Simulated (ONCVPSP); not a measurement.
## chlorine (Cl), ONCV: configuration errors across variants

- Element: Cl (Z = 17)
- Generator: ONCVPSP 4.0.1
- Type: optimised norm-conserving Vanderbilt (ONCV)
- Functional: PBE
- Relativity: scalar-relativistic
- Frozen core: [Ne]
- Valence charge: 7
- Reference configuration: 3s2 3p4.5 (charge +0.5)
- Partial waves: 3s: rc 1.35 bohr, ncon 3, nbas 7, qcut 5.3 1/bohr, 2 projectors, debl 0.5 Ha; 3p: rc 1.00 bohr, ncon 5, nbas 9, qcut 9.3 1/bohr, 3 projectors, debl 2.9 Ha
- Local potential: polynomial inside 0.95 bohr (lpopt 5, dvloc0 4 Ha)
- Core correction: polynomial model core, fcfact 0.4

In the s channel the program set the typed energies aside and used -0.962, 0.250 Ha.

All-electron excitation energies from the reference (eV): (1) 3s2 3p5 -5.583; (2) 3s2 3p4 8.293; (3) 3s2 3p3 33.740; (4) 3s1 3p6 6.571.

A true bound ghost makes a file unfit for plane-wave use even where its test errors are small: the radial tests pick states by their node count and pass the ghost by.

Errors AE − PS in meV (a dash: test not solved or not reliable):

```tsv
change	(1)	(2)	(3)	(4)	bound ghosts	GHOST(+) flags above zero
base	+0.4	0.0	+4.9	+1.8	p	s, p
core correction polynomial model core, fcfact 0.16	+0.4	0.0	+5.2	+2.4	p	s, p
core correction polynomial model core, fcfact 0.26	+0.4	0.0	+5.1	+2.1	p	s, p
core correction polynomial model core, fcfact 0.38	+0.4	0.0	+4.9	+1.8	p	s, p
core correction polynomial model core, fcfact 0.48	+0.4	0.0	+4.8	+1.6	p	s, p
core correction polynomial model core, fcfact 0.6	+0.4	0.0	+4.7	+1.5	p	s, p
core correction polynomial model core, fcfact 0.84	+0.4	0.0	+4.6	+1.3	p	s, p
core correction polynomial model core, fcfact 0.98	+0.4	0.0	+4.6	+1.3	p	s, p
core correction polynomial model core, fcfact 1.08	+0.4	0.0	+4.6	+1.2	p	s, p
core correction polynomial model core, fcfact 1.22	+0.4	0.0	+4.5	+1.2	p	s, p
```

Task: Give the same row for: core correction polynomial model core, fcfact 0.76.

Result: +0.4, 0.0, +4.7, +1.4; bound ghosts: p; GHOST(+) flags above zero: s, p.
